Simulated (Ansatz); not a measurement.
The same molecule with X = C, Si, Sn. Ansatz, PBE0-D4/def2-TZVP geometries, multiplicity 1. Each molecule was computed in one conformer, which needn't be the lowest.

Elements past krypton have def2 core potentials. Scalar relativity is left out up to krypton.

| X | molecule | mean X–Br bond length / Å | mean X–Cl bond length / Å | mean X–F bond length / Å | HOMO–LUMO gap (PBE/def2-TZVPP) / eV | HOMO energy (B3LYP/def2-TZVPP) / eV | LUMO energy (PBE/def2-TZVPP) / eV |
| --- | --- | --- | --- | --- | --- | --- | --- |
| Si | `O[Si](F)(Cl)Br` | 2.176 | 2.028 | 1.580 | 6.58 | -8.72 | -1.09 |
| Sn | `[OH][Sn]([F])([Cl])[Br]` | 2.435 | 2.277 | 1.899 | 4.16 | -9.07 | -3.79 |

(1) Give the row for X = C, `OC(F)(Cl)Br`. (Best estimate.)

Answers

(1) The calculation gave: 
```json
{"X": "C", "molecule": "`OC(F)(Cl)Br`", "mean X–Br bond length / Å": "1.932", "mean X–Cl bond length / Å": "1.785", "mean X–F bond length / Å": "1.346", "HOMO–LUMO gap (PBE/def2-TZVPP) / eV": "5.17", "HOMO energy (B3LYP/def2-TZVPP) / eV": "-8.30", "LUMO energy (PBE/def2-TZVPP) / eV": "-2.03"}
```

From C to Sn the mean X–Br bond length rises at each step, by 0.503 Å in all; the mean X–Cl bond length rises at each step, by 0.492 Å in all; the mean X–F bond length rises at each step, by 0.553 Å in all; the HOMO–LUMO gap (PBE/def2-TZVPP) isn't monotonic: highest at Si, lowest at Sn; the HOMO energy (B3LYP/def2-TZVPP) falls at each step, by 0.77 eV in all; the LUMO energy (PBE/def2-TZVPP) isn't monotonic: highest at Si, lowest at Sn. Bonds lengthen as the atom grows down the group.

B3LYP here is the variant with VWN-RPA as its local correlation; programs differ in this.

Spin–orbit coupling is left out; it splits and shifts lone-pair levels of the heavy atoms by tenths of an eV.
